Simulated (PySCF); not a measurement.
C₄H₇NSi.
SMILES: `CC#C/C=N\[SiH3]`

The closed-shell ground state was solved at several levels (PySCF, density fitting, gas phase, non-relativistic). Geometry: PBE0-D3(BJ)/def2-SVP; no solvent, vibrations or thermal averaging.

```
             level  basis functions  HOMO (eV)  LUMO (eV)  gap (eV)  dipole (D)
      B3LYP/6-31G*              102      -6.70      -1.42      5.28        3.17
      PBE0/cc-pVDZ              123      -7.05      -1.38      5.67        3.07
    PBE0/def2-TZVP              234      -7.23      -1.60      5.63        3.20
  LC-wPBE/pcSseg-1              144     -10.00       0.65     10.65        3.23
   B3LYP/def2-TZVP              234      -6.98      -1.79      5.19        3.20
     OPBE/pcSseg-1              144      -5.74      -2.44      3.30        3.23
BHandHLYP/pcSseg-1              144      -8.61      -0.45      8.16        3.28
     PBE0/pcSseg-0               72      -6.92      -1.45      5.47        3.38
       HF/pcSseg-1              144     -10.18       2.30     12.48        3.40
CAM-B3LYP/pcSseg-1              144      -8.61      -0.41      8.20        3.23
PBE0/6-311+G(2d,p)              212      -7.26      -1.63      5.63        3.25
```

(1) Estimate the row for mPW1PW91/pcSseg-1, a basis of 144 functions; the other rows only guide the guess.

(2) Over all these levels, which gives the widest orbital gap and which the narrowest?

(3) How much does the basis alone move the frontier levels among the 4 PBE0 rows?

(4) In the pcSseg-1 basis, how does the gap go with the fixed share of exact exchange?

(5) How far do the dipole and the HOMO energy spread over the levels?

Results:

(1) HOMO -7.26 eV, LUMO -1.59 eV, gap 5.67 eV, dipole 3.28 D.

(2) HF/pcSseg-1 (Hartree–Fock, all exact exchange) has the widest, 12.48 eV, and OPBE/pcSseg-1 (GGA) the narrowest, 3.30 eV. The two share the basis. From the narrowest to the widest the HOMO moves by -4.44 eV and the LUMO by +4.74 eV.

(3) The HOMO by 0.34 eV and the LUMO by 0.25 eV. By rising basis size (HOMO, LUMO in eV): pcSseg-0 -6.92, -1.45; cc-pVDZ -7.05, -1.38; 6-311+G(2d,p) -7.26, -1.63; def2-TZVP -7.23, -1.60.

(4) OPBE (0 %) 3.30 eV; mPW1PW91 (25 %) 5.67 eV; BHandHLYP (50 %) 8.16 eV; HF (100 %) 12.48 eV. Each rise in the share widens the gap here.

(5) The dipole runs from 3.07 to 3.40 D (mean 3.24 D) and the HOMO from -10.18 to -5.74 eV.
